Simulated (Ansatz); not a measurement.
Isolated molecules relaxed with PBE0-D4/def2-TZVP in Ansatz; ΔE leaves out vibrations. CBS: MP2 limit from def2 TZ/QZ plus the TZ coupled-cluster correction, frozen cores. This one scheme is used for every species, atoms too. No spin–orbit coupling; open shells (•) take unrestricted orbitals. Spin–orbit coupling would lower the free atoms: a little for Cl. One conformer a species, not always the lowest.

Consider the homolysis of the Cl–Si bond: `CO[Si](N)(F)Cl` → Cl• + `CO[Si](N)F`•.

```csv
species,MP2/CBS(def2) energy (Eh)
`CO[Si](N)(F)Cl`,-1019.71224
Cl•,-459.68032
`CO[Si](N)F`•,-559.82950
```

Work out ΔE.

ΔE = (-459.68032) + (-559.82950) − (-1019.71224) = 0.20242 Eh = +127.0 kcal/mol. CCSD(T)/CBS gives +122.3 kcal/mol.

Largest T1 diagnostic among the species: 0.013.

The D4 term adds +2.9 kcal/mol with B3LYP and +1.6 kcal/mol with PBE0; it sums over pairs of atoms, weighted by their polarisabilities, and B3LYP, whose exchange is more repulsive, gets the larger term. In def2-TZVPP, CCSD(T) changes the Hartree–Fock value by +23.9 kcal/mol (the triples alone add +2.0 kcal/mol) and MP2 by +28.6 kcal/mol; breaking electron pairs costs correlation energy, which Hartree–Fock lacks. From PBE to PBE0 (25 % exact exchange), in def2-TZVPP and without D4, ΔE moves by +1.4 kcal/mol.

B3LYP here is the variant with VWN-RPA as its local correlation; programs differ in this.
